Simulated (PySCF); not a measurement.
## Atomic charges against the basis set

Species: C₄H₅FOSi.
SMILES with atom numbers: `[OH:1][Si@@H:2]1[CH:3]=[CH:4][CH:5]=[C:6]1[F:7]` (hydrogens: H8 on O1; H9 on Si2; H10 on C3; H11 on C4; H12 on C5)

PBE0 throughout (PySCF), one geometry, spherical d and f functions. One conformer (not necessarily the lowest) at the PBE0-D3(BJ)/def2-SVP geometry, without solvent, vibrations or thermal averaging. The first 7 of 12 kinds of atom are listed.

Mulliken charges (e):

```csv
basis,functions,O1,Si2,C3,C4,C5,C6,F7
STO-3G,44,-0.427,+0.778,-0.283,-0.091,-0.144,-0.083,-0.063
6-31G,77,-0.781,+1.031,-0.543,-0.109,-0.143,-0.017,-0.316
pcSseg-0,77,-0.807,+1.506,-0.846,-0.184,-0.187,-0.251,-0.342
6-31G*,112,-0.725,+0.731,-0.414,-0.146,-0.230,+0.160,-0.302
cc-pVDZ,127,-0.350,+0.589,-0.215,+0.004,-0.050,+0.010,-0.162
def2-SVP,127,-0.403,+0.739,-0.308,-0.012,-0.066,-0.016,-0.197
aug-cc-pVDZ,210,-0.736,+0.702,-0.039,+0.760,+0.767,+0.219,-0.557
"6-311+G(2d,p)",227,-0.642,+1.059,-0.540,+0.018,-0.060,-0.120,-0.282
def2-TZVP,253,-0.528,+0.475,-0.307,-0.106,-0.122,+0.065,-0.178
cc-pVTZ,284,-0.363,+0.475,-0.301,-0.087,-0.172,+0.066,-0.154
IGLO-III,304,-0.653,+1.049,-0.428,-0.004,-0.071,-0.021,-0.241
pcSseg-2,329,-0.514,+0.832,-0.317,-0.017,-0.038,+0.048,-0.244
```

IAO charges (e):

```csv
basis,functions,O1,Si2,C3,C4,C5,C6,F7
STO-3G,44,-0.564,+0.975,-0.416,-0.133,-0.213,-0.107,-0.072
6-31G,77,-0.729,+0.973,-0.467,-0.112,-0.207,-0.005,-0.227
pcSseg-0,77,-0.716,+0.998,-0.475,-0.111,-0.208,-0.022,-0.212
6-31G*,112,-0.756,+1.093,-0.493,-0.102,-0.212,+0.004,-0.239
cc-pVDZ,127,-0.752,+1.081,-0.489,-0.106,-0.215,+0.010,-0.240
def2-SVP,127,-0.750,+1.092,-0.488,-0.102,-0.210,+0.004,-0.240
aug-cc-pVDZ,210,-0.775,+1.093,-0.493,-0.109,-0.213,+0.012,-0.255
"6-311+G(2d,p)",227,-0.783,+1.126,-0.502,-0.109,-0.212,+0.004,-0.256
def2-TZVP,253,-0.783,+1.137,-0.506,-0.108,-0.214,+0.005,-0.255
cc-pVTZ,284,-0.779,+1.123,-0.503,-0.108,-0.216,+0.008,-0.253
IGLO-III,304,-0.786,+1.135,-0.505,-0.109,-0.214,+0.004,-0.257
pcSseg-2,329,-0.785,+1.135,-0.506,-0.108,-0.214,+0.005,-0.256
```

Hirshfeld charges (e):

```tsv
basis	functions	O1	Si2	C3	C4	C5	C6	F7
STO-3G	44	-0.257	+0.474	-0.154	-0.035	-0.092	-0.041	-0.018
6-31G	77	-0.323	+0.400	-0.169	-0.025	-0.073	-0.019	-0.083
pcSseg-0	77	-0.315	+0.424	-0.169	-0.028	-0.080	-0.018	-0.080
6-31G*	112	-0.300	+0.374	-0.167	-0.023	-0.074	-0.013	-0.074
cc-pVDZ	127	-0.292	+0.392	-0.166	-0.028	-0.079	-0.017	-0.067
def2-SVP	127	-0.295	+0.400	-0.168	-0.028	-0.080	-0.011	-0.075
aug-cc-pVDZ	210	-0.307	+0.418	-0.172	-0.036	-0.081	-0.014	-0.084
6-311+G(2d,p)	227	-0.307	+0.414	-0.170	-0.035	-0.079	-0.014	-0.086
def2-TZVP	253	-0.305	+0.405	-0.170	-0.033	-0.079	-0.012	-0.083
cc-pVTZ	284	-0.302	+0.404	-0.169	-0.032	-0.079	-0.011	-0.079
IGLO-III	304	-0.303	+0.410	-0.168	-0.035	-0.081	-0.010	-0.087
pcSseg-2	329	-0.308	+0.416	-0.171	-0.033	-0.080	-0.011	-0.085
```

Question: Which scheme is steadiest as the basis changes?

Answer: Largest range over the bases for any column: Hirshfeld 0.10 e, IAO 0.22 e, Mulliken 1.03 e. Hirshfeld charges move least and Mulliken charges most, counted in e. Without the minimal STO-3G basis the ranges are Hirshfeld 0.05, IAO 0.16, Mulliken 1.03 e.

Question: How much do the charges still move between the two largest bases, IGLO-III and pcSseg-2?

Answer: At most, over all atoms: Mulliken 0.217 e, IAO 0.001 e, Hirshfeld 0.006 e.

Question: What do the same runs give for the total energy, the frontier levels and the dipole moment?

Answer: 
```
        basis  energy (Eh)  HOMO (eV)  LUMO (eV)  μ (D)
       STO-3G    -611.7952      -3.77       2.07   0.82
        6-31G    -619.3491      -6.65      -1.70   2.92
     pcSseg-0    -618.4018      -6.90      -1.94   2.59
       6-31G*    -619.4742      -6.39      -1.52   2.28
      cc-pVDZ    -619.5172      -6.52      -1.63   2.14
     def2-SVP    -619.1670      -6.64      -1.74   2.19
  aug-cc-pVDZ    -619.5468      -6.71      -1.90   2.29
6-311+G(2d,p)    -619.6210      -6.73      -1.94   2.39
    def2-TZVP    -619.6551      -6.69      -1.87   2.31
      cc-pVTZ    -619.6419      -6.65      -1.81   2.21
     IGLO-III    -619.6612      -6.70      -1.91   2.28
     pcSseg-2    -619.6608      -6.74      -1.93   2.32
```

The dipole is fixed by the density alone, so its range of 2.10 D shows that the density itself changes with the basis, not only its division among atoms.
